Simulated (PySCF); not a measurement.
Fe²⁺ (iron, charge +2) across methods

[Ar] 3d6, high-spin 5D determinant. Calculation: PySCF 2.14, in aug-cc-pVDZ-DK; scalar relativity by spin-free X2C-1e.

```csv
method,E (hartree),mean ε 3p β (eV),mean ε 3d α (eV),mean ε 3d β (eV),Σ⟨r²⟩ (bohr²),⟨S²⟩
PBE0,-1271.505,-78.961,-29.720,-25.749,16.10,6.001
LDA,-1269.137,-75.686,-27.358,-23.531,16.25,6.001
r2SCANh,-1271.680,-77.718,-28.533,-24.492,16.07,6.002
r2SCAN,-1271.687,-76.483,-27.534,-23.617,16.11,6.002
BHandHLYP,-1271.713,-82.249,-32.197,-27.955,16.02,6.002
UHF,-1270.54505,-87.641,-36.707,-31.145,15.88,6.004
HSE06,-1271.522,-78.571,-29.283,-25.354,16.11,6.001
PBE,-1271.469,-75.586,-27.143,-23.584,16.25,6.001
```

(1) Estimate the same row for M06.

Results:

(1) E (hartree) = -1271.688; mean ε 3p β (eV) = -79.149; mean ε 3d α (eV) = -29.682; mean ε 3d β (eV) = -25.067; Σ⟨r²⟩ (bohr²) = 16.07; ⟨S²⟩ = 6.005.
